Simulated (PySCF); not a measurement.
Ru(OH)3 (H₃O₃Ru), SMILES [OH][Ru]([OH])[OH] (connectivity only; charge and spin as stated), neutral, multiplicity 4.

Coordinates come from a PBE-D3(BJ)/def2-SVP optimisation. The geometry has at least one imaginary mode, so it is a saddle point at that level. The multiplicity is an assumed one; other spin states were not compared. The def2 effective core potentials stand for the cores of Ru; spin–orbit coupling is left out. The values are those of a single conformer.

These are PBE-D3(BJ)/def2-SVP (PySCF) values and carry that method's errors.

Frequencies are harmonic and unscaled.

Task: Give all harmonic wavenumbers and intensities. (Estimate from the structure and the level; the computed values follow.)

Result: 
```tsv
mode	ν (cm⁻¹)	IR (km/mol)	moving atoms (share of kinetic energy)
1	105i	13.3	H 81 %, O 18 %
2	98	0.7	O 63 %, H 30 %
3	139	0.2	O 68 %, Ru 18 %, H 13 %
4	160	3.0	O 54 %, Ru 27 %, H 19 %
5	298	187.4	H 83 %, O 15 %
6	321	102.5	H 86 %, O 14 %
7	589	53.4	O 67 %, H 33 %
8	595	271.1	H 53 %, O 44 %
9	625	79.7	O 84 %, Ru 15 %
10	666	35.0	H 57 %, O 42 %
11	677	42.8	O 45 %, H 33 %, Ru 22 %
12	813	57.4	H 93 %
13	3656	70.3	H 94 %
14	3689	151.2	H 94 %
15	3694	16.0	H 94 %
```
